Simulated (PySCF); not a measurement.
A structure optimised at PBE0-D3(BJ)/def2-SVP, used in a PySCF frequency run:

```
Si
H 1 1.4757
Cl 1 2.0442 2 109.72
Cl 1 2.0442 2 109.72 3 -120.00
Cl 1 2.0442 2 109.72 4 -120.00
```
Charge 0, spin multiplicity 1.

Q: Write its SMILES, formula and point group.

A: Cl[SiH](Cl)Cl, Cl3HSi, C3v

Q: What are its rotational constants (standard atomic weights)?

A: 2.3887, 2.3887, 1.2832 GHz
